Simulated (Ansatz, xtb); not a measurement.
Two isomers of FHOSn

We compare X, `[OH][Sn][F]`, a triplet, with Y, `[O]=[SnH][F]`, a singlet. Both are isolated molecules in the gas phase, relaxed with BLYP-D3(BJ)/def2-SVP; the shapes shown needn't be the lowest conformers.

X (Å):

```xyz
4

F     1.4919   -0.6520    1.2887
O    -0.9542    0.1108   -1.0237
Sn   -0.4685   -0.6464    0.8739
H    -1.0352   -0.6713   -1.6167
```

Y (Å):

```xyz
4

F    -0.7188    1.6241   -0.9742
O     1.3514    0.0840    1.1198
Sn   -0.2929    0.9112    0.8142
H    -1.7404    1.3085    1.6797
```

Q: Estimate which is lower in electronic energy at CCSD(T)/def2-TZVPP, and by roughly how much.

A: The CCSD(T)/def2-TZVPP calculation puts structure Y lower, by 0.424 eV.

The same difference at several levels:

```json
{"level": "BLYP-D3(BJ)/def2-SVP", "geometry": "BLYP-D3(BJ)/def2-SVP", "E(Y) − E(X) (eV)": "−0.225", "departure from the last row (eV)": "+0.200", "job, with rough time for the two": "optimisation, 21 s"}
{"level": "HF/def2-TZVPP", "geometry": "BLYP-D3(BJ)/def2-SVP", "E(Y) − E(X) (eV)": "+0.871", "departure from the last row (eV)": "+1.295", "job, with rough time for the two": "part of the CCSD(T) run"}
{"level": "MP2/def2-TZVPP", "geometry": "BLYP-D3(BJ)/def2-SVP", "E(Y) − E(X) (eV)": "−0.624", "departure from the last row (eV)": "−0.199", "job, with rough time for the two": "part of the CCSD(T) run"}
{"level": "CCSD(T)/def2-TZVPP", "geometry": "BLYP-D3(BJ)/def2-SVP", "E(Y) − E(X) (eV)": "−0.424", "departure from the last row (eV)": "", "job, with rough time for the two": "single point, 71 s"}
```

As drawn, Y has 1 O=Sn, 1 Sn–H in place of 1 O–Sn, 1 O–H.

HF/def2-TZVPP puts the two in the other order. The largest departure from CCSD(T)/def2-TZVPP is that of HF/def2-TZVPP, 1.295 eV. At CCSD(T)/def2-TZVPP a singlet with the links of X lies below this triplet. Levels run at GFN2-xTB geometries aren't shown.

With harmonic frequencies from BLYP-D3(BJ)/def2-SVP (ideal gas, rigid rotor, one conformer each, 298.15 K, 1 atm): on the last row, ΔE + ΔZPE = −0.522, ΔH = −0.528, ΔG = −0.479 eV.

The T1 diagnostic of structure Y is large, so the coupled-cluster value is less sure. Open shells are spin-unrestricted. The correlated steps freeze 6 core orbitals; the filled d shell of Sn is correlated, in a basis made for valence electrons. Atoms past krypton carry core potentials in the def2 sets and no spin–orbit term is included. ΔG holds the spin degeneracy. Mirror images aren't counted in ΔG. Programs: Ansatz 0.2.0; the last row on 1 thread of Intel(R) Xeon(R) 6975P-C (Granite Rapids) on a shared host.
